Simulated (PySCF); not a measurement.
Mapped SMILES: `[CH3:1][C:2](=[O:3])[CH2:4][C:5](=[O:6])[SiH2:7][CH2:8][Cl:9]`. Hydrogens are named by the atom that carries them.

How the numbers were obtained: geometry: GFN2-xTB, NMR shieldings at PBE0/pcSseg-1/GIAO, in PySCF 2.14.0 with density-fitted response routines (equivalent nuclei averaged, one computed conformer, no solvent model, non-relativistic Hamiltonian).

Scale: TMS for ¹³C, ¹H, ²⁹Si; H2O for ¹⁷O; ³⁵Cl against HCl (reference shieldings calculated alike).

```csv
atoms,nucleus,count,δ (ppm)
H(Si7),¹H,2,4.63
H(C4),¹H,2,3.50
C2,¹³C,1,217.8
H(C8),¹H,2,2.80
O3,¹⁷O,1,?
Si7,²⁹Si,1,-74.7
C1,¹³C,1,34.8
H(C1),¹H,3,2.37
O6,¹⁷O,1,?
C8,¹³C,1,?
C4,¹³C,1,?
Cl9,³⁵Cl,1,-13
C5,¹³C,1,245.6
```

Question: Fill in the missing shifts.

Answer: 
- C4: 66.0 ppm, sp3 CH2 α to a carbonyl
- C8: 32.3 ppm, sp3 CH2 bonded to Cl and Si; the inductive effect lowers its shielding
- O6: 849.1 ppm, carbonyl oxygen
- O3: 639.0 ppm, ketone oxygen

Carbons that carry Cl, above all several Cl atoms, come out too deshielded, partly because spin–orbit coupling is missing. Shifts are as computed. Against solution values, carbons near 30 ppm lie about +3 ppm off and those near 130 ppm about +5 ppm; carbons on Cl a further +6 ppm. Of 1211 compounds with measured shifts, 218 miss one by over three times the rms of a fit or turn the order of signals round; such compounds aren't used in these exercises. Unscaled 17O shifts of doubly bonded oxygen tend to come out too high, by tens of ppm or more. Experimental scales use liquid or dissolved standards, which lie at an offset from isolated H2O (liquid H2O: subtract about 36 ppm).
